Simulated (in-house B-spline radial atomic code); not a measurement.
Results of a calculation; reference values are marked as such.
**Weak and strong correlation along the adiabatic connection**

Two-electron singlets in several external potentials (atomic units), by full CI in B-splines with partial waves to l = 8 (correlation energies up to 0.6 % small). The repulsion is scaled by λ at fixed density; W(λ) is the mean repulsion less the Hartree energy, W(0) = E_x, and the area under W from 0 to 1 is E_xc.

One system gave this curve:

```
   λ  W (hartree)
   0     -0.51742
0.02     -0.51953
0.05     -0.52262
0.12     -0.52949
0.25     -0.54116
 0.4     -0.55307
 0.6     -0.56679
 0.8     -0.57852
   1     -0.58863
 1.4     -0.60514
   2     -0.62347
   3     -0.64396
```

(1) Which system is it?
A. −Z/r, Z = 1.2
B. −Z/r, Z = 2.15
C. ω²r²/2, ω = 11.3
D. −Z/r, Z = 19

Results:

(1) A. The exchange energy sets the size: −Z/r, Z = 1.2: E_x = -0.517, E_c = -0.0404; −Z/r, Z = 19: E_x = -11.7, E_c = -0.0459; ω²r²/2, ω = 11.3: E_x = -2.63, E_c = -0.0469; −Z/r, Z = 2.15: E_x = -1.12, E_c = -0.0423 hartree.
